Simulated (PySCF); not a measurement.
**Polarisability and C₆ of I (iodine, neutral)**

[Kr] 4d10 5s2 5p5, 2P determinant. Calculation: PySCF 2.14, in aug-cc-pVQZ-PP with one added diffuse shell each of s, p, d, f, g type with ECP28MDF (8s8p6d4f3g, 117 functions); scalar relativity through the core potential. Coupled (time-dependent) response in atomic units; α is the mean over directions.

| method | mean α (bohr³) | α xx, yy, zz | C₆ (like pair) | S(−4) |
| --- | --- | --- | --- | --- |
| B3LYP | 33.89 | 30.99, 35.34, 35.34 | 365.0 | 247.5 |

S(−4) is the Cauchy moment in α(ω) = α(0) + S(−4) ω² + …

Reference α: 32.9 ± 1.3 bohr³ (recommended; Schwerdtfeger and Nagle, table of static dipole polarizabilities (2023 update)). Published C₆: 385.0 (Chu and Dalgarno (2004); Tang, Norbeck and Certain (1976)).

Spin-orbit coupling is absent.

α(iu) at B3LYP:

```csv
u (hartree),α(iu) (bohr³)
0,33.89
0.0500,33.29
0.100,31.64
0.200,26.74
0.300,21.69
0.500,14.17
0.750,8.896
1.00,6.066
1.50,3.393
2.00,2.220
3.00,1.209
5.00,0.5401
```

A single London oscillator, α(iu) = α/(1 + u²/ω²), gives C₆ = (3/4) ω α². Matching the computed C₆ needs ω = 4 × 365.0 / (3 × 33.89²) = 0.424 hartree.

The components differ because the open shell of this determinant is not spherical; for a pure term their mean is the scalar polarisability.

Energies and moments cover only the electrons outside the core potential.
